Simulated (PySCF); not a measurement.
Geometry:
| atom | x (Å) | y (Å) | z (Å) |
| --- | --- | --- | --- |
| C1 | -1.015 | 0.734 | -1.973 |
| O2 | -0.629 | 0.879 | -0.619 |
| C3 | -1.054 | -0.137 | 0.227 |
| O4 | -0.456 | -1.356 | -0.120 |
| C5 | 0.885 | -1.486 | 0.098 |
| C6 | 1.624 | -0.666 | 0.844 |
| F7 | 2.951 | -0.940 | 0.940 |
| Si8 | 0.769 | 0.708 | 1.808 |
| O9 | -0.794 | 0.258 | 1.497 |
| H10 | -0.596 | 1.592 | -2.493 |
| H11 | -2.106 | 0.737 | -2.063 |
| H12 | -0.620 | -0.192 | -2.400 |
| H13 | -2.137 | -0.328 | 0.116 |
| H14 | 1.280 | -2.353 | -0.417 |
| H15 | 1.100 | 2.031 | 1.295 |
| H16 | 0.790 | 0.525 | 3.250 |

[PySCF 2.14: shieldings: GIAO PBE0/pcSseg-1; coordinates at the GFN2-xTB level; in vacuum; one computed conformer; no relativistic terms; rapidly exchanging positions averaged]

References, each an isolated molecule treated in the same way: ¹³C (σ = 186.93 ppm) and ¹H (σ = 31.72 ppm) and ²⁹Si (σ = 349.16 ppm) vs TMS; ¹⁷O (σ = 336.08 ppm) against H2O; CFCl3 for ¹⁹F (σ = 170.95 ppm).

```json
{"atoms": "H13", "nucleus": "¹H", "count": "1", "δ (ppm)": "?"}
{"atoms": "O4", "nucleus": "¹⁷O", "count": "1", "δ (ppm)": "141.1"}
{"atoms": "F7", "nucleus": "¹⁹F", "count": "1", "δ (ppm)": "-182.3"}
{"atoms": "O9", "nucleus": "¹⁷O", "count": "1", "δ (ppm)": "77.7"}
{"atoms": "O2", "nucleus": "¹⁷O", "count": "1", "δ (ppm)": "77.8"}
{"atoms": "C5", "nucleus": "¹³C", "count": "1", "δ (ppm)": "150.5"}
{"atoms": "C6", "nucleus": "¹³C", "count": "1", "δ (ppm)": "156.2"}
{"atoms": "C3", "nucleus": "¹³C", "count": "1", "δ (ppm)": "110.6"}
{"atoms": "C1", "nucleus": "¹³C", "count": "1", "δ (ppm)": "?"}
{"atoms": "H15", "nucleus": "¹H", "count": "1", "δ (ppm)": "5.38"}
{"atoms": "Si8", "nucleus": "²⁹Si", "count": "1", "δ (ppm)": "-39.6"}
{"atoms": "H14", "nucleus": "¹H", "count": "1", "δ (ppm)": "7.38"}
{"atoms": "H16", "nucleus": "¹H", "count": "1", "δ (ppm)": "?"}
{"atoms": "H10/H11/H12", "nucleus": "¹H", "count": "3", "δ (ppm)": "?"}
```

Fill in the missing shifts.

Results:


- C1: 55.9 ppm, methyl carbon bonded to O; pulled downfield by the heteroatom
- H13: 5.78 ppm, hydrogen on an sp3 carbon bearing two oxygens; its carbon carries O, hence the downfield position
- H16: 5.04 ppm, hydrogen on a silicon bonded to C, O, in a 6-membered ring
- H10/H11/H12: 3.62 ppm, hydrogen on a methyl carbon bonded to O; its carbon carries O, hence the downfield position

Shifts are as computed. Against solution values, carbons near 30 ppm lie about +3 ppm off and those near 130 ppm about +5 ppm. Of 1309 compounds with measured shifts, 239 miss one by over three times the rms of a fit or turn the order of signals round; such compounds aren't used in these exercises. Unscaled 19F shifts against computed CFCl3 carry errors that often reach 10 to 50 ppm. Experimental scales use liquid or dissolved standards, which lie at an offset from isolated H2O (liquid H2O: subtract about 36 ppm).
